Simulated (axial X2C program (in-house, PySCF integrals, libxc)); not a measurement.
## Spin–orbit effects down a group: molecules with Na (ions), PBE0

All values come from calculations with an axial X2C code built on PySCF integrals, spin-free (one-electron X2C) or two-component (2c: spin–orbit coupling with atomic mean-field Coulomb and Gaunt terms, which also bring small scalar terms), in Dyall basis sets with cores contracted in-house; open shells are unrestricted.

Basis sets: Ge dyall-acv3z, Na dyall-av3z, Si dyall-av3z, Sn dyall-acv3z.

```
molecule  spin-free state  Re (Å)  ωe (cm⁻¹)  De (eV)  2c state  Re 2c (Å)  ωe 2c (cm⁻¹)  De 2c (eV)
   NaSi⁻   M_S = 1, Λ = 0   2.891      192.0     1.01     Ω = 1      2.891         192.0        1.01
   NaGe⁻   M_S = 1, Λ = 0   2.923      157.8     1.00     Ω = 1      2.924         157.7        1.00
   NaSn⁻   M_S = 1, Λ = 0   3.093      143.4     0.93     Ω = 1      3.093         143.2        0.93
```

Fragments in 2c: Si- + Na, Ge- + Na, Sn- + Na. Each entry is the lowest single determinant of a limited PBE0 search at one distance. De goes to single-determinant-based atoms at the same level (for ions the charge split of lowest energy) and is withheld (n/a) where an atom does not fit its ground term or J level. Main or longest-lived isotopes. One determinant is a doubtful description, or other states lie close, for NaSi⁻, NaGe⁻, NaSn⁻; these need not be ground states, and all values refer to the states named. Some open-shell Ω = 0 determinants are out of reach, so the Ω given for NaSi⁻, NaGe⁻, NaSn⁻ need not be the lowest component. With several unpaired electrons the Ω given is that of one determinant, not necessarily of the lowest component. The functionals have no current term, which raises determinants with orbital currents.
